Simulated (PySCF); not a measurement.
## Which orbitals make which state

Compound: C₅H₆O₄.
Atom-mapped SMILES: `[CH3:1][C@@H:2]1[CH2:3][O:4][C:5](=[O:6])[C:7](=[O:8])[O:9]1` (hydrogens: H10, H11, H12 on C1; H13 on C2; H14, H15 on C3)

Level of theory: TDDFT CAM-B3LYP/def2-SVPD, vertical, gas phase, core orbitals frozen in the response in PySCF 2.14.0, density-fitted response routines. Geometry: GFN2-xTB, one conformer, isolated molecule.

Orbital energies (eV): HOMO-3 -11.17, HOMO-2 -10.81, HOMO-1 -10.72, HOMO -9.81, LUMO -0.91, LUMO+1 0.79, LUMO+2 1.40.

Computed singlets:

```json
{"state": "S1", "E (eV)": "4.44", "f": "0.0007"}
{"state": "S2", "E (eV)": "5.25", "f": "0.0007"}
{"state": "S3", "E (eV)": "6.58", "f": "0.030"}
{"state": "S4", "E (eV)": "6.98", "f": "0.150"}
{"state": "S5", "E (eV)": "7.29", "f": "0.0009"}
{"state": "S6", "E (eV)": "7.90", "f": "0.0032"}
{"state": "S7", "E (eV)": "8.22", "f": "0.020"}
{"state": "S8", "E (eV)": "8.63", "f": "0.085"}
```

Assign a leading configuration to S1, S2, S3 and S4 and set E beside the orbital difference Δε.

```tsv
state	leading configuration	weight	Δε (eV)	E (eV)	E − Δε (eV)	f	other configurations
S1	HOMO→LUMO	0.95	8.90	4.44	-4.46	0.0007	–
S2	HOMO-2→LUMO	0.84	9.90	5.25	-4.65	0.0007	–
S3	HOMO-1→LUMO	0.95	9.81	6.58	-3.23	0.030	–
S4	HOMO-3→LUMO	0.82	10.26	6.98	-3.28	0.150	H-2→L (10%)
```

E − Δε runs from -4.65 to -3.23 eV. By orbital difference alone the order would be S1, S3, S2, S4.

H and L stand for HOMO and LUMO. The other states: S5 7.29 eV, f 0.0009, H-4→L (86%); S6 7.90 eV, f 0.0032, H→L+5 (31%), H→L+1 (22%), H→L+4 (14%); S7 8.22 eV, f 0.020, H→L+1 (35%), H→L+5 (25%), H→L+2 (16%); S8 8.63 eV, f 0.085, H→L+2 (34%), H-5→L (21%), H→L+1 (14%).

Pair triplets and singlets of the same leading configuration (75% or more in both) and give the splittings.

```
configuration  triplet  E(T) (eV)  singlet  E(S) (eV)  E(S) − E(T) (eV)
    HOMO→LUMO       T1       3.88       S1       4.44             +0.56
  HOMO-2→LUMO       T2       4.75       S2       5.25             +0.50
  HOMO-1→LUMO       T3       4.91       S3       6.58             +1.67
```

The 3 triplets are Tamm–Dancoff values, the singlets full response.

Summed over the main configurations (up to three a state, each over 8%) of all 8 singlets, the electron leaves HOMO with weight 2.85, HOMO-1 with weight 0.95, HOMO-2 with weight 0.94 and HOMO-4 with weight 0.86.
